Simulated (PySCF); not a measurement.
# Correlation energy of Ne+ (neon, charge +1)

[He] 2s2 2p5, 2P determinant. All numbers are calculated (PySCF 2.14, the spin-free X2C one-electron Hamiltonian (Gaussian nucleus), in x2c-QZVPPall with one added diffuse shell each of s, p, d, f type (8s5p4d3f1g, 73 functions)). Frozen: nothing; 9 electrons correlated.

MP2 pair energies summed by pair of shells (mhartree):

```
 pair   energy  share (%)
2p-2p  -132.27       55.1
2s-2p   -73.08       30.5
1s-1s   -13.12        5.5
2s-2s   -10.77        4.5
1s-2p    -8.07        3.4
1s-2s    -2.63        1.1
```

Total MP2 correlation energy: -239.95 mhartree.

Same-spin part -53.41 and opposite-spin part -186.54 mhartree; SCS-MP2 scales them by 1/3 and 6/5 to -241.65 mhartree.

This basis was not built for core-valence correlation, so the inner-shell part is incomplete.
